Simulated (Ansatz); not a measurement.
A run for Ansatz (a quantum-chemistry and plane-wave program): R-HF/def2-TZVPP on C2H9NOSi (SMILES C[Si@H](O)CN), atoms moved off the minimum.

Ansatz 0.2 input:
```yaml
crystal:
  periodic: [false, false, false]
  atoms:
    - {symbol: C, position_ang: [2.11413006, -0.39655113, 0.43094676]}
    - {symbol: Si, position_ang: [0.46947793, 0.33194957, -0.05046021]}
    - {symbol: O, position_ang: [-0.31271193, 1.04408712, 1.34946583]}
    - {symbol: C, position_ang: [-0.74298463, -0.91809435, -0.80206840]}
    - {symbol: N, position_ang: [-2.08168017, -0.42493993, -1.05167383]}
    - {symbol: H, position_ang: [2.74650424, 0.34601722, 0.89505317]}
    - {symbol: H, position_ang: [1.97148328, -1.18036641, 1.16539283]}
    - {symbol: H, position_ang: [2.63084324, -0.74248490, -0.43759277]}
    - {symbol: H, position_ang: [0.58638635, 1.43289137, -0.97369203]}
    - {symbol: H, position_ang: [-0.33232334, 0.55443687, 2.14210572]}
    - {symbol: H, position_ang: [-0.29395394, -1.37864348, -1.66641259]}
    - {symbol: H, position_ang: [-0.78413997, -1.74584402, -0.06901935]}
    - {symbol: H, position_ang: [-2.00881058, 0.24704707, -1.83790727]}
    - {symbol: H, position_ang: [-2.44854376, 0.08802998, -0.28234138]}
basis:
  gaussian:
    orbitals: def2-TZVPP
hamiltonian:
  xc: {name: HF}
scf: {lower_state_search: off}
output: {forces: true}
```

Program output:

```
WARN ansatz: RAYON_NUM_THREADS=8 ignored (pool sized by the plan → 8); use --threads N
Functional definition: HF
these checks for a lower state are left out or cut short: stability, starts, cluster_reference, orbital_swaps, neighbouring_geometries, increment
integrals: 0.25 GiB planned
1694 factors; their error is unknown
1.71 GiB of device memory are held for the factors and their scratch space
mean field: 1.26 GiB planned
mean field evaluation 1: about -13582.9491 eV, gradient 5.0e1 eV
mean field evaluation 2: about -13586.9113 eV, gradient 2.7e1 eV
mean field evaluation 4: about -13588.2739 eV, gradient 1.4e0 eV
mean field evaluation 8: about -13588.4509 eV, gradient 5.1e-1 eV
mean field -13588.45118013 eV, -499.3663702867 hartree, gradient 2.9e-6 eV, S^2 0.000000; 0 other end points of the search recorded, 0 dependent functions left out
the calculation of the forces begins
reference -13588.45118013 eV, -499.3663702867 hartree; 25, 25 occupied and 267, 267 virtual orbitals, 1694 factors
Total energy: -13588.45118013 eV, -499.3663702867 hartree
Atom 0 at     2.114130    -0.396551     0.430947 Å, force    -0.320076     0.430576     0.482256 eV/Å
Atom 1 at     0.469478     0.331950    -0.050460 Å, force    -1.773771     0.747202     2.282567 eV/Å
Atom 2 at    -0.312712     1.044087     1.349466 Å, force     1.182226    -0.779097    -2.442910 eV/Å
Atom 3 at    -0.742985    -0.918094    -0.802068 Å, force     0.946979    -0.649402     1.803367 eV/Å
Atom 4 at    -2.081680    -0.424940    -1.051674 Å, force     0.116939     1.113896    -2.131474 eV/Å
Atom 5 at     2.746504     0.346017     0.895053 Å, force     0.013198     0.224376     0.051688 eV/Å
Atom 6 at     1.971483    -1.180366     1.165393 Å, force     0.131909    -0.274247    -0.207642 eV/Å
Atom 7 at     2.630843    -0.742485    -0.437593 Å, force     0.282983    -0.535508    -0.355297 eV/Å
Atom 8 at     0.586386     1.432891    -0.973692 Å, force     0.218466     0.613489    -0.366237 eV/Å
Atom 9 at    -0.332323     0.554437     2.142106 Å, force     0.036739    -0.268627     0.313661 eV/Å
Atom 10 at    -0.293954    -1.378643    -1.666413 Å, force    -0.250162     0.021293    -0.491646 eV/Å
Atom 11 at    -0.784140    -1.745844    -0.069019 Å, force    -0.200379     0.290315    -0.385948 eV/Å
Atom 12 at    -2.008811     0.247047    -1.837907 Å, force    -0.486691    -0.975438     1.216307 eV/Å
Atom 13 at    -2.448544     0.088030    -0.282341 Å, force     0.101640     0.041170     0.231307 eV/Å
Dipole moment:     0.373825    -0.173297     0.091687 e Å
Checks for a lower state left out: stability, starts, cluster_reference, orbital_swaps, neighbouring_geometries, increment
```

The run converged.
